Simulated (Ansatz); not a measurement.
Cost and result up the ladder for Ge3Se3 (the lowest singlet isomer of a short search) (6 atoms). Total charge 0; singlet. Geometry: PBE0-D4/def2-SVP.

```xyz
6

Ge    1.400    0.777    0.158
Ge   -1.987    1.242    0.793
Ge   -0.300   -1.464   -0.597
Se    2.093   -1.307   -0.834
Se   -0.800    1.046   -1.304
Se   -0.406   -0.294    1.784
```

Ansatz on 4 threads of Arm Neoverse V2 on a shared host. Times are rough, and most runs start from the orbitals of an earlier one. ωB97X-V/def2-TZVP serves as the yardstick here, not as an exact answer. Differences are given only for rows in sets of like size (and for xTB, whose basis is part of the method), since another set adds its own error. Binding counts from free atoms at the same level (Ge triplet, Se triplet; other spins of the atoms weren't run), without zero-point energy or a counterpoise term.

The 6-31G sets use Cartesian d functions. B3LYP takes the VWN-RPA correlation. Correlated methods freeze 54 core orbitals; core or outer-core shells of Ge, Se are correlated, in sets that lack core-valence functions. The structure comes from a short search, and lower isomers may exist.

Correlated methods converge slowly with the basis.

| level | functions | wall time |
| --- | --- | --- |
| PBE-D4/def2-SVP | 192 | 3 s |
| HF/6-31G | 174 | 4.1 s |
| B3LYP-D4/6-31G | 174 | 6 s |
| PBE-D4/def2-TZVP (with forces) | 288 | 7.5 s |
| PBE0-D4/def2-SVP | 192 | 7.5 s |
| PBE-D4/def2-TZVPD | 333 | 10 s |
| r2SCAN-D4/def2-TZVP | 288 | 14 s |
| RPA@PBE/def2-TZVP | 288 | 15 s |
| B3LYP-D4/def2-TZVP | 288 | 15 s |
| PBE0-D4/def2-TZVP | 288 | 19 s |
| r2SCAN-D4/def2-TZVPD | 333 | 19 s |
| MP2/def2-TZVP | 288 | 21 s |
| PBE0-D4/def2-TZVPD | 333 | 26 s |
| ωB97X-V/def2-TZVP | 288 | 31 s |

(1) Estimate what each level gives for the binding energy per atom (eV).

Answers

(1) 
| level | binding energy per atom (eV) | difference from ωB97X-V/def2-TZVP (eV) |
| --- | --- | --- |
| PBE-D4/def2-SVP | 3.30 | – |
| HF/6-31G | 1.07 | – |
| B3LYP-D4/6-31G | 2.69 | – |
| PBE-D4/def2-TZVP (with forces) | 3.30 | 0.26 |
| PBE0-D4/def2-SVP | 3.11 | – |
| PBE-D4/def2-TZVPD | 3.30 | 0.27 |
| r2SCAN-D4/def2-TZVP | 3.16 | 0.12 |
| RPA@PBE/def2-TZVP | 2.73 | -0.31 |
| B3LYP-D4/def2-TZVP | 3.06 | 0.02 |
| PBE0-D4/def2-TZVP | 3.14 | 0.10 |
| r2SCAN-D4/def2-TZVPD | 3.16 | 0.12 |
| MP2/def2-TZVP | 3.11 | 0.08 |
| PBE0-D4/def2-TZVPD | 3.14 | 0.10 |
| ωB97X-V/def2-TZVP | 3.04 | 0.00 |
